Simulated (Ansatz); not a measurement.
The first iterations of a band of CH₈AlNS (12 atoms, charge 0, multiplicity 1).

These are results of Ansatz, RKS BHLYP/def2-SVP, not measurements.

```yaml
movable_images: 5
climbing_image: yes
spring: 5.0 eV/Å²
optimiser: quadratic models (default)
start_path: through a guess of the saddle point
force_threshold: 0.05 eV/Å
iteration_limit: 60
end_points: relaxed
```

First end point:

```xyz
12
Properties=species:S:1:pos:R:3
Al -0.687 -1.297 0.262
S 0.679 -1.904 1.936
H -0.230 -1.711 -1.198
H -2.215 -1.306 0.685
H 0.177 0.893 1.095
N -0.343 0.740 0.236
C 0.385 1.293 -0.910
H 1.744 -2.177 1.167
H -1.233 1.212 0.356
H 0.562 2.366 -0.804
H -0.182 1.110 -1.822
H 1.343 0.781 -1.005
```

Last end point:

```xyz
12
Properties=species:S:1:pos:R:3
Al -0.946 -1.031 -0.083
S 0.729 -1.687 2.003
H -0.208 -2.050 -1.040
H -2.237 -1.388 0.755
H 0.543 -0.588 2.752
N -0.654 0.707 -0.366
C 0.324 1.344 -1.208
H 1.872 -1.231 1.467
H -1.252 1.379 0.089
H 1.037 1.972 -0.652
H -0.126 1.984 -1.980
H 0.916 0.589 -1.737
```

| iteration | highest image above the first end (eV) | largest band force component (eV/Å) |
| --- | --- | --- |
| 1 | 2.079 | 3.273 |
| 2 | 1.529 | 1.573 |
| 3 | 1.535 | 2.172 |
| 4 | 1.656 | 0.923 |

Does the band converge within its limit, and where does its top end?

The run converged. It ended after 13 iterations with the highest image 1.522 eV above the first end. Neighbouring images differ by up to 1.2 eV, so the band resolves the path poorly. A vibrational analysis at the climbing image gives one clearly imaginary mode, 579i cm⁻¹: a first-order saddle point. The orbitals stay closed-shell, which can raise the energy where a bond breaks towards radicals; this wasn't checked here.

Time of the run: 67 s on 2 threads of AMD EPYC 9R45 96-Core Processor (Zen 5) (shared host), peak memory 0.24 GiB.
